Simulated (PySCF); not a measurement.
Al(OMe)(SH)2, SMILES C[O][Al]([SH])[SH] (PBE0/def2-SVP optimised geometry):

```
10

Al     0.022     0.696     0.000
O     -0.852    -0.745     0.001
C     -0.739    -2.129    -0.007
H      0.311    -2.475    -0.024
H     -1.218    -2.562     0.889
H     -1.245    -2.555    -0.891
S     -1.101     2.562     0.000
H     -2.284     1.907     0.006
S      2.205     0.696     0.000
H      2.284     2.045    -0.002
```

Method: PBE0/def2-TZVP in PySCF 2.14.0.

Problem. What are the frontier orbital energies and the dipole moment?

Solution. HOMO-2 -8.32 eV, HOMO-1 -7.89 eV, HOMO -7.60 eV, LUMO -0.44 eV, LUMO+1 -0.12 eV; dipole moment 1.08 D.

On the same geometry PySCF with PBE/def2-TZVP gives HOMO-2 -6.84 eV, HOMO-1 -6.55 eV, HOMO -6.38 eV, LUMO -1.28 eV, LUMO+1 -0.88 eV; dipole moment 1.04 D.

Meta-Löwdin charges at PBE0/def2-TZVP: Al1 0.87, O2 -0.63, C3 -0.10, H4 0.10, H5 0.11, H6 0.11, S7 -0.35, H8 0.13, S9 -0.35, H10 0.12.
